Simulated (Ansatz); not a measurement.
Born–Oppenheimer molecular dynamics of CH$_{8}$OSn (11 atoms, charge 0, multiplicity 1). It starts at the highest image of a converged band. Of that band: The profile has 3 maxima (images 2, 4, 6) with wells between them (images 3, 5): this band takes more than one step, which may be the mechanism or a detour left from its start path. Neighbouring images differ by up to 1.2 eV, so the band resolves the path poorly. A vibrational analysis at the climbing image gives one clearly imaginary mode, 1106i cm⁻¹: a first-order saddle point.

All numbers below come from UKS PBE/def2-SVP in Ansatz.

```json
{
 "ensemble": "NVE (velocity Verlet)",
 "time step": "0.5 fs",
 "steps asked": "200",
 "starting velocities drawn for": "100 K",
 "seed": "7326"
}
```

First frame:

```xyz
11
Properties=species:S:1:pos:R:3
Sn -0.336 1.516 0.321
O -0.048 -0.688 0.409
C -0.007 -1.609 -0.670
H -1.670 1.210 -0.762
H 0.803 2.504 -0.531
H -0.953 2.188 1.787
H 0.920 -0.195 0.983
H 1.314 0.681 1.365
H -0.012 -2.650 -0.281
H -0.907 -1.482 -1.309
H 0.895 -1.475 -1.311
```

**Question.** How far do the bonds stretch over the last three quarters of this one trajectory? (Pairs bonded in most of those frames.)

**Answer.** 
```json
{"bond": "Sn1–H4", "mean (Å)": "1.731", "spread (Å)": "0.022", "shortest": "1.70", "longest": "1.77"}
{"bond": "Sn1–H5", "mean (Å)": "1.745", "spread (Å)": "0.019", "shortest": "1.72", "longest": "1.79"}
{"bond": "Sn1–H6", "mean (Å)": "1.736", "spread (Å)": "0.015", "shortest": "1.71", "longest": "1.77"}
{"bond": "Sn1–H8", "mean (Å)": "1.735", "spread (Å)": "0.074", "shortest": "1.62", "longest": "1.85"}
{"bond": "O2–C3", "mean (Å)": "1.424", "spread (Å)": "0.017", "shortest": "1.39", "longest": "1.45"}
{"bond": "O2–H7", "mean (Å)": "0.977", "spread (Å)": "0.014", "shortest": "0.95", "longest": "1.00"}
{"bond": "C3–H9", "mean (Å)": "1.116", "spread (Å)": "0.010", "shortest": "1.10", "longest": "1.14"}
{"bond": "C3–H10", "mean (Å)": "1.109", "spread (Å)": "0.007", "shortest": "1.10", "longest": "1.12"}
{"bond": "C3–H11", "mean (Å)": "1.117", "spread (Å)": "0.006", "shortest": "1.11", "longest": "1.13"}
```

Mean temperature of the second half: 951 K. The conserved energy stayed within 0.05 meV per atom of its start (net change -0.011 meV per atom), so the integration is sound. The system heated up, since it started high on the potential surface and ran downhill. A run of 0.1 ps of so small a system gives no equilibrium averages. The orbitals stay closed-shell, which can raise the energy where a bond breaks towards radicals; this wasn't checked here.

Time of the run: 7.4 min on 2 threads of Arm Neoverse V2, with other jobs on the host, peak memory 0.29 GiB.
